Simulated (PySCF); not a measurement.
# B²⁺: excitation energy

B²⁺ [He] 2s1 (2S) → B²⁺ [He] 2p1 (2P), as a difference of total energies. All numbers are calculated (PySCF 2.14, the spin-free X2C one-electron Hamiltonian (Gaussian nucleus), in x2c-QZVPPall (7s4p3d2f1g, 57 functions)). Correlated levels: valence and next inner shell: nothing frozen. The calculations carry no spin-orbit coupling.

```csv
method,excitation energy (eV)
UHF,6.055
MP2 (valence and next inner shell),6.017
SCS-MP2 (valence and next inner shell),6.029
CCSD (valence and next inner shell),6.012
CCSD(T) (valence and next inner shell),6.012
```

Question: How much does correlation contribute at CCSD(T) (valence and next inner shell)?

Answer: 6.012 − (6.055) = -0.043 eV, measured against UHF.

The basis was made for the ground configuration and has no added diffuse functions, so the excitation energy can come out too high.
